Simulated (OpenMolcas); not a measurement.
# Mo3+: moving the ligands

Mo3+ with 4 ligands (fluoride) in tetrahedral coordination (Td) at 1.87 Å. A charge of +0.25 e stands 3.2 Å behind each ligand. Ligand basis ANO-RCC-VDZP.

```
Program             : OpenMolcas
Method              : SS-CASPT2, IPEA 0.25 Eh, imaginary shift 0.1 Eh (closed shells correlated: 4s 4p and the ligand valence shells)
Basis               : ANO-RCC-VDZP [6s5p3d1f]
Scalar Hamiltonian  : DKH2, point nucleus
Active space        : 3 electrons in 5 orbitals (4d)
State averaging     : 2S+1 = 4 even, 10 roots; 2S+1 = 2 even, 40 roots
Spin-orbit coupling : RASSI with atomic mean-field integrals over the reference wave functions
```

Runs around this geometry, states (labels of Td). Energies in cm-1 above the lowest state or level, χT in cm3 K/mol; under a threefold ground state the first gap can be a small split of the lowest multiplet, not the spin-orbit step.

| R (Å) | Ground state | First state of that spin | First gap with spin-orbit (degeneracies) | χT at 300 K | First state of another spin |
| --- | --- | --- | --- | --- | --- |
| 1.77 | 2E | 10030 | 2200 (4, 2) | 0.434 | 4T1 2010 |
| 1.87 | 4T1 | 4T2 11060 | 780 (4, 2) | 0.690 | 2E 47 |
| 1.97 | 4T1 | 4T2 9200 | 380 (4, 2) | 0.844 | 2E 1930 |

The ground state changes within this set.

Roots that are degenerate in the reference are averaged as groups; the widest CASPT2 spread within a group is 690 cm-1 (the 3-fold group of multiplicity 2 near 9940 cm-1 above the lowest state of its run, R = 1.87). Shifts and gaps below about the spread of the groups concerned are not significant. Ligand-to-metal charge-transfer states are missing. These CASPT2 states fit no ligand-field parameters well, so their order and spin gaps are uncertain. With no ligand orbital active B as a rule stays too high, so bands that hang on it stand too high and its fall with covalency is understated. With one d shell and no ligand orbital active, 10Dq can be off by a tenth or more. An orbital doublet at a regular site is open to a Jahn-Teller distortion, which this geometry leaves out (holds for R = 1.77). This shell can be high or low spin here, a state of another spin lies low, and with metal d orbitals alone active their balance is uncertain, so the ground spin may be wrong, although the usual error favours high spin (holds for R = 1.77). The least metal-like active orbital is 71 % on the metal (Löwdin) and no ligand orbital is active, so the numbers are rough (holds for R = 1.77). Spin-orbit coupling mixes the spin-free states strongly: the lowest level takes only 59 % from its leading state, 4T1 (holds for R = 1.87). This shell can be high or low spin here, a state of another spin lies low, and with metal d orbitals alone active their balance is uncertain, so the ground spin may be wrong (holds for R = 1.87; R = 1.97). The least metal-like active orbital is 79 % on the metal (Löwdin) and no ligand orbital is active, so the numbers are rough (holds for R = 1.87). An orbital triplet at a regular site is open to Jahn-Teller coupling, which can distort the site and quench the lowest spin-orbit gaps and is left out (holds for R = 1.97). The least metal-like active orbital is 83 % on the metal (Löwdin) and no ligand orbital is active, so the numbers are rough (holds for R = 1.97). No measured value stands beside these numbers; the geometry is a model, was not optimised and need not be the one that this ion takes.
